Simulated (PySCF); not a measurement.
C2F3O, multiplicity 2. Atoms are numbered in the order given.

```xyz
6

O     -0.0028     2.0741     0.0000
C      0.6242     1.0791     0.0000
C      0.0198    -0.3529     0.0000
F     -1.3131    -0.3373     0.0000
F      0.4431    -0.9953     1.0864
F      0.4431    -0.9953    -1.0864
```
Charge 0, spin multiplicity 2.

Geometry optimised at r2SCAN-D4/def2-SVP. The isomer is the one that the SMILES or the coordinates give; other isomers of the formula were not compared.

Level of theory: PySCF with PBE/def2-TZVP.

ESP charges are fitted to the potential on shells at 1.4 to 2.0 van der Waals radii. Atomic charges (e):

```tsv
atom	Mulliken	ESP fit	Mulliken spin
O1	-0.07	-0.10	0.26
C2	-0.02	-0.05	0.57
C3	0.42	0.73	0.14
F4	-0.11	-0.18	0.03
F5	-0.11	-0.20	0.00
F6	-0.11	-0.20	0.00
```

Computed Mayer and Wiberg (Löwdin basis) orders of the bonds:
```tsv
bond	Mayer	Wiberg
O1–C2	2.28	3.04
C2–C3	0.88	1.18
C3–F4	1.20	1.81
C3–F5	1.18	1.81
C3–F6	1.18	1.81
```
